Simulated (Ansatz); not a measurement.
## ClFH2NSbSi+: where a starting geometry ends

The starting geometry of this gas-phase doublet was optimised with GFN2-xTB; its bonds are those of `[NH2+]=[Si](F)[Sb][Cl]`.

```xyz
7

Cl   -2.6803    1.3976   -1.2559
F    -2.5680   -1.9243    0.7209
N    -0.0669   -2.3508    0.9072
Sb   -2.2154   -0.6033   -2.3602
Si   -1.2390   -1.7770   -0.1522
H     0.9247   -2.4117    0.7184
H    -0.2974   -2.7038    1.8329
```

Problem. Predict what becomes of its bonds when it is optimised with PBE0-D3(BJ)/def2-SVP.

Solution. A new bond forms, giving a structure with Cl1 bridging Si5 and Sb4, given below by its coordinates. Distances that change by over a tenth: Cl1–Sb4 (2.33 → 2.58 Å). Contacts that close: Cl1–Si5 (3.66 → 2.26 Å).

The energy falls by 0.53 eV over 19 steps:

| step | E − E(last) (eV) |
| --- | --- |
| 1 | 0.533 |
| 3 | 0.333 |
| 5 | 0.262 |
| 7 | 0.210 |
| 9 | 0.140 |
| 11 | 0.033 |
| 13 | 0.003 |
| 15 | 0.001 |
| 17 | 0.000 |
| 19 | 0.000 |

Final geometry (Å):

```xyz
7

Cl   -1.9257    0.5979   -0.4375
F    -2.9275   -2.0206    0.7214
N    -0.2355   -2.0553    0.7139
Sb   -1.8835   -0.9397   -2.5109
Si   -1.6187   -1.6141   -0.0933
H     0.6986   -2.0332    0.3168
H    -0.2500   -2.3084    1.7005
```

Frequencies at the end are all real (lowest 105 cm⁻¹). Open shells are spin-unrestricted. Atoms past krypton carry core potentials, without spin–orbit terms. Run with Ansatz 0.2.0, 2.6 min on 2 threads of Intel(R) Xeon(R) Platinum 8259CL CPU @ 2.50GHz (Skylake/Cascade Lake) (shared host).
